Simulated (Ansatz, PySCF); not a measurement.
Here is a job for PySCF.
```python
from pyscf import gto, scf, dft

mol = gto.Mole()
mol.atom = '''
    C     0.621447   -1.038867   -0.007048
    C     1.152659    0.209442    0.028910
    N     0.054515    1.045911    0.021727
    C    -1.043364    0.249792   -0.017534
    N    -0.706747   -1.013138   -0.035113
    H     2.157250    0.571845    0.057641
    H     0.071952    2.054382    0.041921
    H    -2.048032    0.622167   -0.031827
'''
mol.basis = 'sto-3g'
mol.charge = 0
mol.spin = 1
mol.verbose = 3
mol.build()

mf = dft.UKS(mol)
mf.xc = 'bhandhlyp'
mf.grids.atom_grid = (99, 590)
mf.grids.prune = None
mf.kernel()
```

### Question
Convert this to an input for Ansatz (a quantum-chemistry and plane-wave program).

### Answer
One answer among several that fit: 
Ansatz 0.2 input:
```yaml
crystal:
  periodic: [false, false, false]
  atoms:
    - {symbol: C, position_ang: [0.62144743, -1.03886727, -0.00704831]}
    - {symbol: C, position_ang: [1.15265949, 0.20944187, 0.02891025]}
    - {symbol: N, position_ang: [0.05451505, 1.04591052, 0.02172701]}
    - {symbol: C, position_ang: [-1.04336427, 0.24979233, -0.01753433]}
    - {symbol: N, position_ang: [-0.70674734, -1.01313845, -0.03511281]}
    - {symbol: H, position_ang: [2.15724996, 0.57184534, 0.05764149]}
    - {symbol: H, position_ang: [0.07195203, 2.05438155, 0.04192068]}
    - {symbol: H, position_ang: [-2.04803183, 0.62216701, -0.03182727]}
basis:
  gaussian:
    orbitals: STO-3G
hamiltonian:
  xc: {name: BHLYP}
magnetization: {spin_polarized: true, initial_magnetization: 1}
accuracy: high
```

Both were run: PySCF gave -222.508266 Eh and Ansatz -222.508266 Eh, 0.000 mEh apart.
